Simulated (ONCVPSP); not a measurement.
Before and after: ONCV potential for calcium (Ca)

* Element: Ca (Z = 20)
* Generator: ONCVPSP 4.0.1
* Type: optimised norm-conserving Vanderbilt (ONCV)
* Functional: PBE
* Relativity: scalar-relativistic
* Frozen core: [Ne]
* Valence charge: 10
* Reference configuration: 3s2 3p6 (charge +2)
* Partial waves: 3s: rc 1.85 bohr, ncon 4, nbas 8, qcut 7.5 1/bohr, 2 projectors, debl 2.8 Ha; 3p: rc 1.15 bohr, ncon 5, nbas 8, qcut 8.4 1/bohr, 2 projectors, debl 3.3 Ha; d scattering state at 0.16 Ha: rc 1.55 bohr, ncon 4, nbas 8, qcut 5.7 1/bohr, 3 projectors, debl 1 Ha
* Local potential: polynomial inside 1.05 bohr (lpopt 5, dvloc0 0 Ha)
* Core correction: Teter function, fcfact 5.5, rcfact 1.25

In the d channel the program set the typed energies aside and used 0.050, 1.050, 2.050 Ha.

Change: all radii but the core radius scaled by about 1.08 (s 2.00, p 1.24, d 1.68 bohr); local potential polynomial inside 1.14 bohr (lpopt 5, dvloc0 0 Ha). In the s channel the program set the typed energies aside and used -2.287, 0.050 Ha. In the d channel the program set the typed energies aside and used -0.586, 0.414, 1.414 Ha.

Cutoffs: the cutoffs (Ha) at which the residual kinetic energy of the hardest occupied pseudo-wave falls to 1 and 0.1 mHa per electron; they do not see the model core or the augmentation charge, which bear on the density cutoff. Errors are all-electron minus pseudo energies relative to the spin-unpolarised reference configuration.

Task: What does the change do?

Result: The potential gets neither clearly harder nor softer (28 Ha and 40 Ha → 28 Ha and 45 Ha); both files keep a bound ghost (d); of the 4 tests that both files solve, the error grows in 1 and shrinks in 2 by more than 15 % and 0.3 meV (median size 0.5 → 0.2 meV).

| quantity | base | changed |
| --- | --- | --- |
| cutoff, loose | 28 Ha | 28 Ha |
| cutoff, tight | 40 Ha | 45 Ha |
| loose cutoff by channel | s 16 Ha, p 28 Ha | s 14 Ha, p 28 Ha |
| bound ghosts | d | d |
| GHOST(+) flags under 300 eV | none | none |
| error for 3s2 3p6 4s2, meV [ΔE -18.13 eV] | +0.4 | -0.3 |
| error for 3s2 3p6 4s1, meV [ΔE -11.82 eV] | +0.6 | +0.1 |
| error for 3s2 3p6 4s1.5, meV [ΔE -15.63 eV] | +0.5 | -0.1 |
| error for 3s1 3p6 4s2, meV [ΔE 36.10 eV] | -89 | -130 |
| rms error of d²Exc/dni dnj with the model core, mHa | 1.27 | 1.45 |

Base: The cutoffs count occupied waves only; projector 1 of the d channel, the hardest unoccupied one, needs 85 Ha at the loose tolerance. Changed file: The cutoffs count occupied waves only; projector 1 of the d channel, the hardest unoccupied one, needs 71 Ha at the loose tolerance. A true bound ghost makes a file unfit for plane-wave use even where its test errors are small: the radial tests pick states by their node count and pass the ghost by.
